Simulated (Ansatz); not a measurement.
Isolated molecules relaxed with PBE0-D4/def2-TZVP in Ansatz; ΔE leaves out vibrations. CCSD(T)/CBS adds triple-zeta CCSD(T) − MP2 to the extrapolated MP2 energy (def2 sets, frozen cores). This one scheme is used for every species. DFT in def2-TZVPP. B3LYP here is the variant with VWN-RPA as its local correlation; programs differ in this. For As outer-core shells are correlated without core-valence functions, which leaves a few kJ/mol of doubt a bond. Scalar relativity is left out up to krypton. Each species was taken in one conformer, which may not be the lowest.

`CCC[SiH2]O` + arsine → `O[SiH2]C[AsH2]` + ethane  (substitution at a C–C bond)

`CCC[SiH2]O`:

```xyz
15

C     0.599    1.030    1.327
C     1.116   -0.115    0.472
C     0.034   -1.112    0.056
Si   -1.312   -0.434   -1.054
O    -0.688    0.332   -2.380
H    -0.146    1.632    0.798
H     1.409    1.698    1.628
H     0.120    0.655    2.236
H     1.903   -0.643    1.021
H     1.602    0.286   -0.425
H    -0.449   -1.540    0.945
H     0.489   -1.955   -0.476
H    -2.130   -1.552   -1.586
H    -2.200    0.501   -0.302
H    -0.346    1.218   -2.262
```

`[AsH3]`:

Cartesian coordinates in Å:
```
As -0.635 0.030 0.014
H 0.239 -0.035 1.258
H 0.145 -1.091 -0.657
H 0.250 1.095 -0.616
```

`O[SiH2]C[AsH2]`:

Cartesian coordinates in Å:
```
O 2.385 0.399 0.101
Si 0.906 -0.338 0.075
C -0.528 0.844 -0.021
As -2.268 -0.100 0.075
H 2.717 0.765 -0.718
H 0.828 -1.098 1.345
H 0.809 -1.264 -1.089
H -0.513 1.565 0.800
H -0.533 1.413 -0.954
H -1.909 -0.966 1.279
H -1.894 -1.220 -0.893
```

`CC`:

Cartesian coordinates in Å:
```
C 0.337 -0.474 0.488
C -0.337 0.474 -0.488
H 0.966 0.066 1.199
H -0.397 -1.041 1.065
H 0.974 -1.195 -0.031
H -0.966 -0.066 -1.199
H 0.397 1.042 -1.065
H -0.974 1.194 0.031
```

```tsv
level	ΔE (kJ/mol)
B3LYP-D4	-27.0
ωB97M-V	-25.6
B3LYP	-28.8
CCSD/def2-TZVPP	-27.6
HF/def2-QZVPP	-25.6
SCS-MP2/def2-QZVPP	-31.6
HF/CBS(def2)	-25.6
CCSD/CBS(def2)	-27.5
```

Problem. What does CCSD(T)/CBS give? (Best estimate.)

Solution. The calculation gave: -28.6 kJ/mol. The listed levels differ from it by 1.6, 3.0, -0.2, 1.0, 3.0, -3.0, 3.0, 1.1 kJ/mol.

Largest T1 diagnostic among the species: 0.011.
